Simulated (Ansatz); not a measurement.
[Co(PH3)Cl5]2- (CoPH3Cl5²⁻), 10 atoms. Hardware: 4 threads of Arm Neoverse N1 on a shared host.

Correlated methods freeze 35 core orbitals; core or outer-core shells of Co are correlated, in sets that lack core-valence functions. A multiply charged anion in the gas phase is held together partly by the finite basis.

Question: How many basis functions does each of these Ansatz runs have, and roughly what does it cost? HF/STO-3G, charge -2 quintet, energy, from earlier orbitals; PBE0-D4/def2-SVP, charge -2 unrestricted singlet, energy with a search over starts; MP2/def2-TZVPD, charge -2 singlet, energy, from earlier orbitals; B2PLYP/def2-TZVPD, charge -2 triplet, energy, from earlier orbitals; CAM-B3LYP-D4/def2-TZVPD, charge -2 singlet, energy and forces, from earlier orbitals; CAM-B3LYP-D4/def2-TZVPD, charge -2 triplet, energy, from earlier orbitals; PBE-D4/def2-TZVPD, charge -2 singlet, energy, from earlier orbitals; r2SCANh-D4/def2-TZVPD, charge -2 singlet, energy, from earlier orbitals; r2SCAN-D4/def2-TZVPD, charge -2 triplet, energy, from earlier orbitals; def2-SVP, charge -2 quintet, CASSCF(6,5) and NEVPT2 averaged over 5 quintets and 12 triplets and 6 singlets; PBE-D4/def2-SVP, charge -2 quintet, energy with a search over starts; BLYP-D4/def2-TZVPD, charge -2 quintet, energy, from earlier orbitals.

Answer: Other jobs shared the machine, so times can vary by a factor of up to 3. A dash marks memory too small to be measured apart from the calling script's.

| run | functions | fitting or Cholesky vectors | wall time | peak host memory (GiB) |
| --- | --- | --- | --- | --- |
| HF/STO-3G, charge -2 quintet, energy, from earlier orbitals | 75 | 793 | 6 s | – |
| PBE-D4/def2-TZVPD, charge -2 singlet, energy, from earlier orbitals | 348 | 2291 | 14 s | 1 |
| r2SCANh-D4/def2-TZVPD, charge -2 singlet, energy, from earlier orbitals | 348 | 2305 | 53 s | 2.4 |
| MP2/def2-TZVPD, charge -2 singlet, energy, from earlier orbitals | 348 | 2270 | 56 s | 1.8 |
| CAM-B3LYP-D4/def2-TZVPD, charge -2 singlet, energy and forces, from earlier orbitals | 348 | 2430 | 66 s | 2.8 |
| PBE-D4/def2-SVP, charge -2 quintet, energy with a search over starts | 154 | 1742 | 67 s | 0.57 |
| BLYP-D4/def2-TZVPD, charge -2 quintet, energy, from earlier orbitals | 348 | 2291 | 82 s | 2.2 |
| PBE0-D4/def2-SVP, charge -2 unrestricted singlet, energy with a search over starts | 154 | 1470 | 1.8 min | 1.1 |
| def2-SVP, charge -2 quintet, CASSCF(6,5) and NEVPT2 averaged over 5 quintets and 12 triplets and 6 singlets | 154 | 2768 | 2 min | 1.5 |
| r2SCAN-D4/def2-TZVPD, charge -2 triplet, energy, from earlier orbitals | 348 | 2291 | 3.3 min | 2.3 |
| CAM-B3LYP-D4/def2-TZVPD, charge -2 triplet, energy, from earlier orbitals | 348 | 2270 | 3.4 min | 3.1 |
| B2PLYP/def2-TZVPD, charge -2 triplet, energy, from earlier orbitals | 348 | 2270 | 3.5 min | 2.5 |
